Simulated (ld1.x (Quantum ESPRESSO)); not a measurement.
**praseodymium (Pr), TM: configuration errors across variants**

ld1.x (Quantum ESPRESSO) 7.5 input, shortened:

```
&input
   title='Pr', zed=59., rel=1, dft='PBE', iswitch=3,
   config='[Xe] 4f2 5d1 6s1 6p0'
 /
 &inputp
   pseudotype=2, tm=.true., lloc=2,
   nlcc=.true., new_core_ps=.true., rcore=1.40
 /
3
6S  1  0   1.00   0.00  2.90  2.90  0.0
6P  2  1   0.00   0.00  3.25  3.25  0.0
5D  3  2   1.00   0.00  2.05  2.05  0.0
 &test
   configts(1)='5d1 6s1 6p0'
 /
```

All-electron excitation energies from the reference (eV): (1) 5d1 6s2 6p0 -6.169; (2) 5d1 6s0 6p0 11.261; (3) 5d1 6s1.5 6p0 -3.687; (4) 5d1.5 6s1.5 6p0 -5.711; (5) 5d2 6s1 6p0 -5.154; (6) 5d0 6s2 6p1 -3.916.

Tests that are not counted but printed errors over 1 eV. “base”: 5d1 6s1 6p1 (solver errors, printed error +3.2 eV). “wave 6p (bound): rc 3.25 bohr becomes 6p (bound): rc 3.14 bohr”: 5d1 6s1 6p1 (pseudo-atom not self-consistent, printed error -9.5 eV). “wave 5d (bound): rc 2.05 bohr becomes 5d (bound): rc 1.34 bohr”: 5d0 6s2 6p1 (solver errors, printed error -24.2 eV). “all radii but the core radius scaled by about 1.31 (s 3.80, p 4.24, d 2.68 bohr)”: 5d1 6s1 6p1 (solver errors, printed error -29.8 eV); 5d0 6s2 6p1 (solver errors, printed error -20.6 eV).

6 further variants failed, have other tests or too few solved ones, and are left out.

A true bound ghost makes a file unfit for plane-wave use even where its test errors are small: the radial tests pick states by their node count and pass the ghost by. Where a test does run into it, the solver fails or the error is huge.

Errors AE − PS in meV (a dash: test not solved or not reliable):

| change | (1) | (2) | (3) | (4) | (5) | (6) | bound ghosts |
| --- | --- | --- | --- | --- | --- | --- | --- |
| base | -7.2 | -24 | -2.1 | -30 | -71 | -137 | s, p |
| wave 6p (bound): rc 3.25 bohr becomes 6p (bound): rc 3.14 bohr | -7.2 | -24 | -2.1 | -30 | -71 | -136 | s, p |
| local potential all-electron potential smoothed inside 2.60 bohr (lloc = -1) | -3.8 | -24 | -1.2 | -22 | -61 | -117 | s, p |
| wave 5d (bound): rc 2.05 bohr becomes 5d (bound): rc 1.34 bohr | +12 | -23 | +3.7 | +5.9 | -32 | – | s, p |
| wave 6s (bound): rc 2.90 bohr becomes 6s (bound): rc 2.64 bohr | -16 | -28 | -4.4 | -45 | -83 | -128 | s, p |
| all radii but the core radius scaled by about 1.31 (s 3.80, p 4.24, d 2.68 bohr) | -4.5 | -23 | -1.3 | -23 | -66 | – | s, p |

(1) Give the same row for: core correction Bessel-smoothed model core inside 2.34 bohr.

Answers

(1) -7.2, -24, -2.1, -30, -72, -137; bound ghosts: s, p. Not counted: 5d1 6s1 6p1 (an occupied level unbound or not found, printed error -27.4 eV).
